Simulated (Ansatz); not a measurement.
Conformers of CH6Cl2Si2 (`C[SiH2][SiH](Cl)Cl`), each relaxed with PBE0-D4/def2-TZVP in Ansatz. CBS adds the triple-zeta coupled-cluster correction to the MP2 limit.

Not all of them had a frequency check.

Conformer A:

Z-matrix (Å, degrees):
```
C
Si 1 1.870
H 1 1.092 2 110.5
H 1 1.092 2 110.5 3 119.8
H 1 1.092 2 110.7 3 -120.1
Si 2 2.337 1 109.1 3 -59.9
H 2 1.489 1 111.7 3 -179.0
H 2 1.489 1 111.7 3 59.2
Cl 6 2.059 2 108.7 1 58.9
Cl 6 2.059 2 108.7 1 -59.1
H 6 1.481 2 117.0 1 179.9
```

Conformer B:

Z-matrix (Å, degrees):
```
C
Si 1 1.872
H 1 1.092 2 110.5
H 1 1.092 2 111.0 3 120.1
H 1 1.092 2 110.5 3 -119.9
Si 2 2.338 1 110.3 3 -57.7
H 2 1.489 1 111.5 3 -177.6
H 2 1.488 1 111.5 3 60.7
Cl 6 2.054 2 110.2 1 174.2
Cl 6 2.059 2 108.4 1 54.8
H 6 1.482 2 115.7 1 -64.5
```

Q: Which is lowest in electronic energy at CCSD(T)/CBS (frozen core, def2 sets), and by how much? (Best estimate.)

A: Computed: A; B lies 1.5 kJ/mol higher. Gaps under about 2 kJ/mol don't settle the order.

Q: Give the energies relative to A (kJ/mol) with PBE-D4/def2-TZVPP, B3LYP-D4/def2-TZVPP, PBE/def2-TZVPP, B3LYP/def2-TZVPP, CCSD/def2-TZVPP, CCSD(T)/def2-TZVPP, MP2/CBS(def2). (Best estimate.)

A: Ansatz gave: 
```
              level    B
  PBE-D4/def2-TZVPP  1.7
B3LYP-D4/def2-TZVPP  1.9
     PBE/def2-TZVPP  1.0
   B3LYP/def2-TZVPP  0.8
    CCSD/def2-TZVPP  1.4
 CCSD(T)/def2-TZVPP  1.5
      MP2/CBS(def2)  1.8
```

B3LYP here is the variant with VWN-RPA as its local correlation; programs differ in this.
